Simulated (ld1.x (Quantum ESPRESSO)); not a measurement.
Before and after: TM potential for Al

ld1.x (Quantum ESPRESSO) 7.5 input, shortened:

```
&input
   title='Al', zed=13., rel=1, dft='PBE', iswitch=3,
   config='[Ne] 3s1.75 3p1.25 3d-2'
 /
 &inputp
   pseudotype=2, tm=.true., lloc=-1, rcloc=1.10,
   nlcc=.true., new_core_ps=.true., rcore=1.25
 /
3
3S  1  0   1.75   0.00  1.40  1.40  0.0
3P  2  1   1.25   0.00  1.65  1.65  0.0
3D  3  2  -2.00  -0.10  1.55  1.55  0.0
 &test
   configts(1)='3s1.75 3p1.25'
 /
```

All-electron outer shells of the reference configuration (PBE, scalar-relativistic, ld1.x):

```csv
shell,level (eV),outermost node (bohr),outermost maximum (bohr)
2s,-108.64,0.16,0.50
2p,-70.11,–,0.43
3s,-7.97,0.80,2.09
3p,-2.88,0.82,2.61
```

Change: all radii but the core radius scaled by about 1.08 (s 1.52, p 1.78, d 1.68 bohr); local potential all-electron potential smoothed inside 1.20 bohr (lloc = -1).

Cutoffs: the cutoffs (Ry, on a coarse ladder) from which the occupation-weighted sum of valence levels, in a spherical-Bessel basis at the reference potential, stays within 10 and 1 mRy of its value at 400 Ry; they do not see the model core or the augmentation charge, which bear on the density cutoff. Errors are all-electron minus pseudo energies relative to the spin-unpolarised reference configuration.

Task: How do hardness, ghosts and transferability respond?

Result: The potential gets softer (35 Ry and 70 Ry → 25 Ry and 55 Ry); the bound ghost in s disappears; of the 7 tests that both files solve, the error grows in 0 and shrinks in 5 by more than 15 % and 0.3 meV (median size 2.4 → 2.1 meV). A larger radius leaves more room for a smooth pseudo-wave, so fewer plane waves are needed. That the errors move this way runs against the usual rule that smaller radii transfer better.

| quantity | base | changed |
| --- | --- | --- |
| cutoff, loose | 35 Ry | 25 Ry |
| cutoff, tight | 70 Ry | 55 Ry |
| loose cutoff by channel (10 mRy a level) | s 12 Ry, p 6 Ry | s 10 Ry, p 6 Ry |
| bound ghosts | s | none |
| error for 3s2 3p1, meV [ΔE -1.27 eV] | +0.4 | +0.1 |
| error for 3s2 3p0, meV [ΔE 4.49 eV] | +5.3 | +2.2 |
| error for 3s1 3p0, meV [ΔE 23.72 eV] | +114 | +34 |
| error for 3s0 3p3, meV [ΔE 9.18 eV] | -2.4 | -2.1 |
| error for 3s2 3p0.5, meV [ΔE 0.82 eV] | +0.1 | 0.0 |
| error for 3s1 3p1, meV [ΔE 10.30 eV] | +20 | +7.8 |
| error for 3s1 3p2, meV [ΔE 3.87 eV] | +1.8 | +0.1 |

 A true bound ghost makes a file unfit for plane-wave use even where its test errors are small: the radial tests pick states by their node count and pass the ghost by.
